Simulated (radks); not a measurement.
Values are calculated unless marked as measured or tabulated.
Valence configurations of Si III (all share [Ne]). Level of theory: non-relativistic Kohn-Sham, TPSS, spin-polarised, spherical densities, point nucleus; open shells are filled with parallel spins first; meta-GGA in the generalised Kohn-Sham scheme (a radial shooting solver on a logarithmic mesh with Libxc functionals). Energies are relative to 3s2; eigenvalues in eV for spin up.

\begin{tabular}{lrrrr}
valence & E (eV) & moment (Bohr magnetons) & e(3p) & e(3s) \\ \hline
3s2 & 0.000 & 0 & - & -28.546 \\
3p2 & 14.603 & 2 & -22.685 & - \\
3s1 3p1 & 6.376 & 2 & -22.152 & -30.415 \\
3s1.5 3p0.5 & 3.574 & 1 & -21.472 & -29.687 \\
3s0.5 3p1.5 & 10.499 & 2 & -22.426 & -30.653 \\
\end{tabular}

NIST lists [Ne] 3s2 as the ground configuration; this level of theory agrees among the configurations tried. The energies are those of spherical high-spin densities, not of single terms.
